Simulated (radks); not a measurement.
Q: The mean radii <r> (bohr) of the occupied orbitals of an atom or ion are listed with their occupations. Calculated with a radial shooting solver on a logarithmic mesh with Libxc functionals: Dirac Kohn-Sham, PBE, spin-unpolarised, spherical densities, finite nucleus; Fermi nuclear charge, rms radius of each element as measured or else 0.836 A^(1/3) + 0.57 fm.

orbital  occ.      <r>
1s1/2       2  0.01687
2s1/2       2  0.07047
2p1/2       2  0.05798
2p3/2       4  0.06653
3s1/2       2   0.1833
3p1/2       2   0.1736
3p3/2       4   0.1893
3d3/2       4   0.1648
3d5/2       6   0.1696
4s1/2       2   0.4070
4p1/2       2   0.4094
4p3/2       4   0.4434
4d3/2       4   0.4519
4d5/2       6   0.4631
5s1/2       2   0.9270
4f5/2       6   0.4951
4f7/2       8   0.5021
5p1/2       2    1.001
5p3/2       4    1.099
5d3/2       4    1.499
5d5/2       5    1.564
6p1/2       2    3.639

Name the element and its charge. Open shells, if any, fill j = l - 1/2 first.

A: Z = 79, gold, charge 0: Au in [Xe] 4f14 5d9 6p2. The 1s radius gives Z: for a bare nucleus <r> = (2 gamma + 1)/(2Z) with gamma = sqrt(1 - (Z/c)^2), 0.01667 bohr for Z = 79, and screening makes it slightly larger (0.01687 here). The occupations add up to 79, and the charge is Z minus that.
